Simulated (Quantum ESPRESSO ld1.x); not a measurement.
Values are calculated unless marked as measured or tabulated.
Problem. Species: the molybdenum ion Mo19+. Configuration: [Ar] 3d5. Code: ld1.x of Quantum ESPRESSO 7.5. Model: non-relativistic Kohn-Sham, LDA (Slater exchange, VWN5 correlation), spin-polarised, spherical densities, point nucleus; open shells are filled with parallel spins first; relativity is left out, which matters for an element this heavy. Some entries of the table are withheld. Estimate them.

orbital,occ.,eigenvalue (Ry),<r> (bohr)
1s up,1,-1466.18,0.03634
1s down,1,-1466.16,0.03634
2s up,1,-244.481,0.1584
2s down,1,-243.641,0.1581
2p up,3,-229.200,0.1357
2p down,3,-228.568,0.1354
3s up,1,-74.8099,0.4148
3s down,1,-73.8813,0.4168
3p up,3,-69.0940,0.4036
3p down,3,-68.1315,0.4059
3d up,5,-59.1396,0.3664
3d down,0,-58.0089,0.3693
4s up,0,(1),(2)
4s down,0,(3),(4)
4p up,0,-32.3371,0.8543
4p down,0,-32.0465,0.8607
4d up,0,-28.6711,(5)
4d down,0,-28.3673,(6)

Solution. 
(1) 4s up eigenvalue (Ry): -34.5545
(2) 4s up <r> (bohr): 0.8452
(3) 4s down eigenvalue (Ry): -34.2628
(4) 4s down <r> (bohr): 0.8508
(5) 4d up <r> (bohr): 0.8581
(6) 4d down <r> (bohr): 0.8664
